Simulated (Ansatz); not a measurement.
cis-Zn(OH)2(NH3)4 (ZnN₄O₂H₁₄), relaxed as a singlet with RKS B3LYP-D4/def2-SVP in Ansatz, starting from the GFN2-xTB geometry. Force threshold 0.02 eV/Å.

Another isomer (singlet) lies 0.49 eV lower at PBE0-D4/def2-TZVP; other spin states weren't run for this one.

Start:

| atom | x (Å) | y (Å) | z (Å) |
| --- | --- | --- | --- |
| N1 | 0.270 | 0.086 | -1.973 |
| N2 | -1.569 | -1.232 | 0.064 |
| N3 | -1.274 | 1.967 | 0.071 |
| N4 | 1.565 | -1.709 | 0.352 |
| O5 | -0.382 | 0.191 | 2.080 |
| O6 | 1.822 | 1.086 | 0.050 |
| Zn7 | 0.185 | 0.165 | 0.276 |
| H8 | 0.321 | 0.323 | 2.715 |
| H9 | 0.476 | -0.759 | -2.486 |
| H10 | 1.132 | 0.599 | -1.831 |
| H11 | -0.352 | 0.663 | -2.522 |
| H12 | 2.014 | 1.726 | 0.735 |
| H13 | -1.412 | -2.221 | -0.067 |
| H14 | -2.432 | -0.971 | -0.391 |
| H15 | -1.661 | -1.057 | 1.059 |
| H16 | -1.432 | 1.812 | 1.062 |
| H17 | -2.167 | 2.072 | -0.391 |
| H18 | -0.752 | 2.828 | -0.026 |
| H19 | 1.708 | -2.472 | -0.298 |
| H20 | 1.630 | -2.068 | 1.295 |
| H21 | 2.308 | -1.028 | 0.228 |

```
step  energy (eV)  largest force component (eV/Å)  SCF passes
   1  -58691.6541                           0.723          17
   2  -58691.8782                           0.598          19
   3  -58691.9423                           0.413          18
   4  -58691.9597                           0.792          19
   5  -58691.9991                           0.082          21
   6  -58692.0002                           0.061          21
   7  -58692.0012                           0.041          21
   8  -58692.0022                           0.022          21
   9  -58692.0025                           0.012          14
```

Force components are those of the run's own axes.

End:

```xyz
21

N     0.370    0.165   -2.122
N    -1.705   -1.345    0.182
N    -1.232    1.983    0.069
N     1.579   -1.697    0.397
O    -0.570    0.196    1.977
O     1.839    0.934   -0.084
Zn    0.061    0.024    0.086
H     0.102    0.355    2.652
H     0.658   -0.572   -2.764
H     1.197    0.710   -1.814
H    -0.273    0.787   -2.608
H     2.064    1.595    0.582
H    -1.524   -2.343    0.086
H    -2.638   -1.150   -0.180
H    -1.654   -1.086    1.184
H    -1.225    1.662    1.059
H    -2.173    2.278   -0.193
H    -0.616    2.793   -0.003
H     1.954   -2.456   -0.171
H     1.613   -1.987    1.374
H     2.171   -0.847    0.290
```

By distances, no bond broke or formed. The bond that changes most is O6–Zn7, from 1.89 to 2.00 Å (atoms count from 1).

No frequencies were taken in this run, so the end may be a saddle point.

It took 39 s on 4 threads of Arm Neoverse V2 on a shared host, peak host memory 0.63 GiB.
